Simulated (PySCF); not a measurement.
C3H10NPSi2.
SMILES: `CC#C[Si@](N)([SiH3])P`

Method: TDDFT PBE0/def2-SVPD, vertical, gas phase, core orbitals frozen in the response (PySCF 2.14.0, density-fitted response routines). Geometry: GFN2-xTB, one conformer, isolated molecule. GFN2-xTB frequencies show an imaginary mode (26i cm⁻¹), so this geometry is no minimum at that level. Torsions of this conformer, `[CH3:1][C:2]#[C:3][Si@:4]([NH2:5])([SiH3:6])[PH2:7]`: H–N5–Si4–C3 77°, H–N5–Si4–C3 -65°, H–P7–Si4–C3 -25°, H–P7–Si4–C3 67°.

Problem. Predict the UV-vis stick spectrum at this level.

Solution. 

| state | λ (nm) | E (eV) | f | main configurations (H = HOMO, L = LUMO) |
| --- | --- | --- | --- | --- |
| S1 | 232.1 | 5.34 | 0.046 | H→L (77%), H→L+1 (12%) |
| S2 | 220.1 | 5.63 | 0.031 | H→L+1 (44%), H-1→L (44%) |
| S3 | 219.1 | 5.66 | 0.043 | H-1→L (46%), H→L+1 (28%) |
| S4 | 210.5 | 5.89 | 0.0022 | H-2→L (72%), H→L+2 (10%) |
| S5 | 207.9 | 5.96 | 0.0036 | H-1→L+1 (40%), H→L+2 (25%), H→L+3 (11%) |
| S6 | 198.0 | 6.26 | 0.020 | H-1→L+1 (41%), H-2→L+1 (40%), H→L+2 (9%) |
| S7 | 197.4 | 6.28 | 0.0068 | H→L+3 (51%), H→L+2 (35%) |
| S8 | 191.2 | 6.49 | 0.129 | H-3→L (29%), H→L+3 (16%), H-1→L+2 (10%) |

Triplets, Tamm–Dancoff:

```csv
state,E (eV),λ (nm),"main configurations (H = HOMO, L = LUMO)"
T1,4.63,267.6,H→L (62%)
T2,4.94,250.8,"H→L (22%), H-2→L+1 (17%), H-1→L+1 (14%)"
T3,5.08,243.8,"H→L+1 (46%), H-1→L (23%)"
```

The lowest singlet lies at 5.34 eV (232 nm, ultraviolet) and is of moderate strength; its leading configuration is HOMO→LUMO (77%). The most intense listed level is S8 at 6.49 eV (191 nm, f = 0.129), 1.14 eV above S1. It is the last of those listed, so stronger ones may follow. Löwdin shares by element: HOMO phosphorus 41%, carbon 31% or more, silicon 7% or more (atoms not listed hold the other 21%); LUMO silicon 37%, phosphorus 17%, carbon 10% or more (atoms not listed hold the other 36%). Weighted by f, the mean energy of these states is 6.04 eV. The oscillator strengths of these states sum to 0.283; summed over the whole spectrum of an exact calculation they would give the number of electrons, 78 (Thomas–Reiche–Kuhn). The listed states span 1.14 eV. Singlets were solved by full linear response, triplets in the Tamm–Dancoff approximation.
